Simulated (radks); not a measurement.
Lu XXXI, 41 electrons, occupied as [Kr] 4d5.

Method: Dirac Kohn-Sham, RPBE, spin-unpolarised, spherical densities, point nucleus; open shells are shared between the two j in proportion to 2j + 1; computed with a radial shooting solver on a logarithmic mesh with Libxc functionals.

Energy parts (eV):
total: -384279.10
kinetic: 430015.32
electron-nucleus: -907817.79
Hartree: 100555.71
exchange-correlation: -7032.33

Orbitals (lengths in bohr, moments of r in powers of bohr; <r^-3> diverges for s and p1/2; r(max) is where P^2 peaks):
orbital  occ.  eigenvalue (eV)  <r^-3>      <r^2>   r(max)  small-component weight
1s1/2       2        -64282.46       -  0.0005119  0.01213                7.12e-02
2s1/2       2        -11867.07       -   0.007858  0.06948                1.60e-02
2p1/2       2        -11375.19       -   0.005642  0.05194                1.61e-02
2p3/2       4        -10258.00   14140   0.006850  0.05846                1.46e-02
3s1/2       2        -3539.681       -    0.05089   0.1954                5.29e-03
3p1/2       2        -3324.701       -    0.04683   0.1834                5.23e-03
3p3/2       4        -3082.718    3198    0.05324   0.1966                4.83e-03
3d3/2       4        -2721.797   548.0    0.04142   0.1546                4.69e-03
3d5/2       6        -2668.864   473.2    0.04317   0.1583                4.58e-03
4s1/2       2        -1478.296       -     0.2187   0.4282                2.06e-03
4p1/2       2        -1387.864       -     0.2197   0.4258                2.00e-03
4p3/2       4        -1318.381   935.7     0.2420   0.4486                1.88e-03
4d3/2       2        -1170.380   153.2     0.2389   0.4360                1.75e-03
4d5/2       3        -1155.806   131.5     0.2454   0.4425                1.72e-03

The highest occupied level is 4d5/2 at -1155.8 eV. The density falls to 0.001 e/bohr^3 at r = 1.22 bohr. For comparison, the ionisation energy in NIST's Atomic Spectra Database is 1178 eV (theoretical). In exact Kohn-Sham theory the highest level is minus the ionisation energy, but local and semilocal functionals leave it too shallow, through self-interaction and a potential that decays too fast; potentials with the right tail come closer.

Beside tabulated values, note that spin-unpolarised runs miss the spin-polarisation part of the exchange energy of open shells.
